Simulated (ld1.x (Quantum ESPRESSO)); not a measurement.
## PBEsol TM dataset for Au, scalar-relativistic all-electron reference.

```json
{"Element": "Au (Z = 79)", "Generator": "ld1.x (Quantum ESPRESSO) 7.5", "Type": "norm-conserving Troullier–Martins (Kleinman–Bylander form)", "Functional": "PBEsol", "Relativity": "scalar-relativistic", "Frozen core": "[Xe] 4f14", "Valence charge": "11", "Reference configuration": "5d10 6s0 6p0 (charge +1)", "Partial waves": "6s (bound, empty): rc 2.45 bohr; 6p (bound, empty): rc 2.55 bohr; 5d (bound): rc 1.55 bohr", "Local potential": "the d channel", "Core correction": "a·sin(br)/r model core inside 0.75 bohr"}
```

All-electron outer shells of the reference configuration (PBEsol, scalar-relativistic, ld1.x):

```json
{"shell": "4f", "level (eV)": "-89.65", "outermost node (bohr)": "–", "outermost maximum (bohr)": "0.37"}
{"shell": "5p", "level (eV)": "-68.37", "outermost node (bohr)": "0.52", "outermost maximum (bohr)": "0.96"}
{"shell": "5d", "level (eV)": "-15.36", "outermost node (bohr)": "0.56", "outermost maximum (bohr)": "1.21"}
{"shell": "6s", "level (eV)": "-13.22", "outermost node (bohr)": "1.11", "outermost maximum (bohr)": "2.24"}
{"shell": "6p", "level (eV)": "-6.61", "outermost node (bohr)": "1.31", "outermost maximum (bohr)": "2.98"}
```

Task: Estimate the cutoffs (Ry, on a coarse ladder) from which the occupation-weighted sum of valence levels, in a spherical-Bessel basis at the reference potential, stays within 10 and 1 mRy of its value at 400 Ry.

Result: 45 Ry and 70 Ry.

Task: What does a ghost test show?

Result: Ghost states, extra bound levels that the all-electron valence spectrum of the same l lacks: s at -72.7 eV, p at -18.2 eV. A true bound ghost makes a file unfit for plane-wave use.

Task: Tests: 5d10 6s1 6p0; 5d9 6s0 6p0; 5d8 6s0 6p0; 5d10 6s0 6p1; 5d9 6s1 6p0; 5d9 6s2 6p0; 5d10 6s0.5 6p0. Which has the largest error in its energy relative to the reference configuration, and how large is it?

Result: 5d8 6s0 6p0, with -197 meV (all-electron minus pseudo) on +55.14 eV.
